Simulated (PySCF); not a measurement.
**Levels of Cr¹¹⁺ from EOM-EA-GCCSD**

Reference: closed-shell Cr¹²⁺, [Ne] 3s2; one electron is added. Calculated with PySCF 2.14, two-component X2C-1e with screened spin-orbit coupling, an even-tempered Gaussian basis (19 s from 0.27 bohr⁻², ratio 2.6; 13 p from 0.35 bohr⁻², ratio 2.6; 7 d from 0.36 bohr⁻², ratio 2.8; 4 f from 6.6 bohr⁻², ratio 2.8); frozen 1s2; the 50 highest virtual spinors dropped; of the others 56 kept and the rest restored at second order. No Breit or QED terms. Binding energies in eV.

```tsv
level	Koopmans	second order	EOM-CCSD
3p1/2	296.81	298.32	298.21
3p3/2	295.21	296.72	296.64
3d3/2	247.94	near a pole	246.56
3d5/2	247.77	near a pole	246.44
```

In EOM-CCSD the overlap with the one-orbital guess is low for 3d3/2 (weight 0.84), 3d5/2 (weight 0.85). That can mean mixing with two-particle, one-hole states, where second order and EOM-CCSD lose accuracy, or only a rotation among the degenerate components of the shell; the terms of those configurations are not listed.

For comparison, the ionisation energy of Cr¹¹⁺ is 296.7 ± 0.6 eV (semi-empirical (NIST evaluation); NIST Atomic Spectra Database, ionization energies).

Only part of the computed levels is shown.

The screened spin-orbit operator tends to give fine-structure splittings of light species too large.
